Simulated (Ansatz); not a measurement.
Computed with Ansatz.

A structure relaxed at PBE0-D4/def2-TZVP, charge 0, multiplicity 1:

Cartesian coordinates in Å:
```
N -1.516 -0.456 -0.561
Hf 0.167 0.354 0.250
O 1.340 0.805 -1.204
O 0.844 -0.902 1.537
F -0.281 1.980 1.183
H -1.872 -0.265 -1.487
H -2.130 -1.116 -0.105
H 2.084 1.018 -1.757
H 1.364 -1.418 2.143
```

(1) Give its formula and SMILES.

(2) Point group (tolerance 0.08 Å, 0.16 Å for H)?

(3) Summarise the bond lengths by kind.

## Answers

(1) FH4HfNO2, `[NH2][Hf]([OH])([OH])[F]`.

(2) Cs.

(3) 1 × Hf–N 2.036 Å; 2 × H–N 1.010 Å; 2 × Hf–O 1.922 Å; 1 × F–Hf 1.928 Å; 2 × H–O 0.951 Å.
